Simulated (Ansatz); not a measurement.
Computed with Ansatz on PBE0-D4/def2-TZVP structures; ΔE is electronic, products minus reactants. CCSD(T)/CBS is the MP2 limit (def2-TZVPP, def2-QZVPP) plus CCSD(T) − MP2 in def2-TZVPP, frozen cores. This one scheme is used for every species. Functionals use def2-TZVPP. HSE06 is defined as in plane-wave codes. def2 core potentials past Kr. For I, Sn outer-core shells are correlated without core-valence functions, which leaves a few kJ/mol of doubt a bond.

Reaction (formal exchange of groups at the Sn–I bond): `[SiH3][SnH]([Cl])[I]` + CH₄ → `[CH3][SnH]([SiH3])[Cl]` + HI

```
        level  ΔE (kJ/mol)
  LDA (SPW92)        126.8
       PBE-D4        134.4
    r2SCAN-D4        138.1
      PBE0-D4        137.0
   r2SCAN0-D4        139.8
     HSE06-D4        137.7
          PBE        133.0
HF/def2-QZVPP        146.3
```

Task: What does CCSD(T)/CBS give? (An estimate is asked.)

Result: Ansatz gave: +136.5 kJ/mol. The listed levels differ from it by -9.7, -2.1, 1.6, 0.5, 3.3, 1.2, -3.5, 9.8 kJ/mol.

Task: What do rigid-rotor, harmonic-oscillator terms from PBE0-D4/def2-TZVP frequencies (298.15 K, 1 bar) make of the CCSD(T)/CBS value? (Estimate.)

Result: Computed: ΔZPE = -10.7 kJ/mol, ΔH = +125.7 kJ/mol, ΔS = 11 J/(mol·K), ΔG = +122.5 kJ/mol.

Largest T1 diagnostic among the species: 0.011.

In def2-TZVPP, CCSD(T) changes the Hartree–Fock value by −22.8 kJ/mol (the triples alone add −0.6 kJ/mol) and MP2 by −13.3 kJ/mol. From BLYP to BHLYP (50 % exact exchange), in def2-TZVPP and without D4, ΔE moves by +5.3 kJ/mol. Leaving LDA and LC-ωPBE aside and taking each functional with its dispersion term where it has one, the values, not all of them listed here, spread over 14.1 kJ/mol, from ωB97X-V to BHLYP-D4. LDA lies −6.1 kJ/mol from PBE without D4.

CCSD(T)/CBS has its own doubt, a few kJ/mol and more with outer-core shells, so smaller differences from it don't rank the levels.
